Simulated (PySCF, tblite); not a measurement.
Isomers of C5H8F2O2Si, one GFN2-xTB conformer each. Single-point energies are computed at PBE0/pcSseg-1 (PySCF, gas phase, no added dispersion term), electronic only.

**Question.** Rank them by PBE0/pcSseg-1 energy, lowest first (kJ/mol).
A. `[O:1]=[CH:2][C@@:3]1([F:4])[O:5][C@H:6]([F:7])[CH2:8][CH2:9][SiH2:10]1` with O1–C2–C3–F4 -172°, C2–C3–O5–C6 166°, C3–O5–C6–F7 62°, O5–C6–C8–C9 68°, C6–C8–C9–Si10 -58°
B. `[O:1]=[CH:2][O:3][C:4]1([CH:5]([F:6])[F:7])[CH2:8][SiH2:9][CH2:10]1` with O1–C2–O3–C4 2°, C2–O3–C4–C5 -63°, O3–C4–C5–F6 -176°, O3–C4–C8–Si9 -137°, C4–C8–Si9–C10 12°, C8–Si9–C10–C4 -12°, O3–C4–C10–Si9 133°
C. `[CH3:1][CH2:2][C:3](=[O:4])/[C:5](=[CH:6]/[F:7])[O:8][SiH2:9][F:10]` with C1–C2–C3–O4 2°, C2–C3–C5–C6 -179°, C3–C5–O8–Si9 180°, C5–O8–Si9–F10 180°

**Answer.** C (0.0), B (185.3), A (214.9).

As drawn, the lowest has an Si–O bond, an Si–F bond and a C=C bond outside aromatic rings, which the highest lacks; the highest has an Si–C bond, which the lowest lacks. GFN2-xTB itself gives, in the same order: 0.0, 282.7, 303.2. Both levels put the same isomer lowest; measured from each level's own lowest isomer, the values differ by up to 97.4 kJ/mol (O=COC1(C(F)F)C[SiH2]C1: 282.7 against 185.3).

**Question.** Which frontier levels, dipoles and rotational constants go with these structures?

**Answer.** 
| SMILES | HOMO (eV, PBE0/pcSseg-1) | LUMO (eV) | dipole (D) | A, B, C (MHz) |
| --- | --- | --- | --- | --- |
| CCC(=O)/C(=C/F)O[SiH2]F | -7.46 | -1.63 | 1.11 | 1511, 727.8, 497.2 |
| O=COC1(C(F)F)C[SiH2]C1 | -8.22 | -0.21 | 2.30 | 1567, 1006, 792.1 |
| O=C[C@@]1(F)O[C@H](F)CC[SiH2]1 | -7.55 | -1.48 | 3.04 | 1631, 1011, 869.9 |

**Question.** What happens when harmonic zero-point energies from GFN2-xTB frequencies are added?

**Answer.** 
| SMILES | ZPE (kJ/mol) | electronic (kJ/mol) | with ZPE (kJ/mol) |
| --- | --- | --- | --- |
| CCC(=O)/C(=C/F)O[SiH2]F | 320.1 | 0.0 | 0.0 |
| O=COC1(C(F)F)C[SiH2]C1 | 321.3 | 185.3 | 186.5 |
| O=C[C@@]1(F)O[C@H](F)CC[SiH2]1 | 321.0 | 214.9 | 215.8 |

The zero-point energies span 1.2 kJ/mol. The order is unchanged.
